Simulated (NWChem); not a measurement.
System meant: hydrogen selenide (H₂Se); SMILES [SeH2]

The following NWChem deck was run.

```
start job
memory heap 200 mb stack 900 mb global 1100 mb
geometry units angstroms noautoz
  Se     0.000000     0.000000     0.070389
  H      1.047558     0.000000    -0.955875
  H     -1.047558     0.000000    -0.955875
end
basis spherical
  * library def2-svp
end
dft
  xc b3lyp
  iterations 4
  mulliken
end
task dft energy
```

End of the output:

```
    Atom       Charge   Shell Charges
 -----------   ------   -------------------------------------------------------
    1 Se  34    33.97   2.00  2.00  1.95  1.08  0.63  5.99  5.80  2.05  2.40  7.83  2.04  0.21
    2 H    1     1.01   0.61  0.34  0.06
    3 H    1     1.01   0.61  0.34  0.06

 center of mass
 --------------
 x =   0.00000000 y =   0.00000000 z =   0.05944263

 moments of inertia (a.u.)
 ------------------
           7.392272511181           0.000000000000           0.000000000000
           0.000000000000          15.291214968837           0.000000000000
           0.000000000000           0.000000000000           7.898942457656

     Multipole analysis of the density
     ---------------------------------

     L   x y z        total         alpha         beta         nuclear
     -   - - -        -----         -----         ----         -------
     0   0 0 0     -0.000000    -18.000000    -18.000000     36.000000

     1   1 0 0      0.000000      0.000000      0.000000      0.000000
     1   0 1 0     -0.000000     -0.000000     -0.000000      0.000000
     1   0 0 1     -0.330229     -0.165115     -0.165115      0.000000

     2   2 0 0    -12.924926    -10.381270    -10.381270      7.837613
     2   1 1 0      0.000000      0.000000      0.000000      0.000000
     2   1 0 1      0.000000      0.000000      0.000000      0.000000
     2   0 2 0    -16.175273     -8.087637     -8.087637      0.000000
     2   0 1 1     -0.000000     -0.000000     -0.000000      0.000000
     2   0 0 2    -13.701257    -10.402787    -10.402787      7.104316

 ------------------------------------------------------------------------
 dft energy failed                                                                                  0
 ------------------------------------------------------------------------
 ------------------------------------------------------------------------
  current input line :
    16: task dft energy
 ------------------------------------------------------------------------
 ------------------------------------------------------------------------
 This type of error is most commonly associated with calculations not reaching convergence criteria
 ------------------------------------------------------------------------
 For more information see the NWChem manual at https://nwchemgit.github.io

0:dft energy failed:Received an Error in Communication
```

Problem. Can this run be used? If not, why, and what is the fix?

Solution. Convergence was not reached. Cause: the SCF was allowed too few iterations. This input runs:
```
start job
memory heap 200 mb stack 900 mb global 1100 mb
geometry units angstroms noautoz
  Se     0.000000     0.000000     0.070389
  H      1.047558     0.000000    -0.955875
  H     -1.047558     0.000000    -0.955875
end
basis spherical
  * library def2-svp
end
dft
  xc b3lyp
  iterations 150
  mulliken
end
task dft energy
```
It converges to -2402.49120 Ha (B3LYP/def2-SVP).
